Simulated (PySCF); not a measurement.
**A small calculation by hand: oscillator strength and radiative lifetime**

C₄H₉NSi, SMILES [SiH2]1CC(=NC)C1.

Coordinates come from a ωB97X-D3(BJ)/def2-SVP optimisation. This is a generated structure with no PubChem entry under its InChIKey; it may be hypothetical.

TDA-PBE/def2-SVPD (PySCF) puts the first singlet state with f over 0.02 at 5.10 eV (vertical), with the transition dipole (-0.540, -0.048, -0.040) in atomic units.

**Question.** Find the oscillator strength, the wavelength and the radiative lifetime that this transition would have in vacuum if emission retraced absorption.

**Answer.** 
|μ|² = 0.2955 au, so |μ| = 1.38 D. ΔE = 5.10/27.211 = 0.1874 hartree. f = (2/3) ΔE |μ|² = 0.037 (the program prints 0.037).
λ = 1239.84/5.10 = 243 nm; ν = 41134 cm⁻¹.
Einstein's coefficient A = 0.6670 ν² f s⁻¹ (ν in cm⁻¹) = 4.2e7 s⁻¹, so τ = 1/A = 24 ns. This state is S2; the lower singlet has f = 0.003. The figure is the radiative limit of this one transition; relaxation, internal conversion, crossing to triplets and a medium change what is measured.
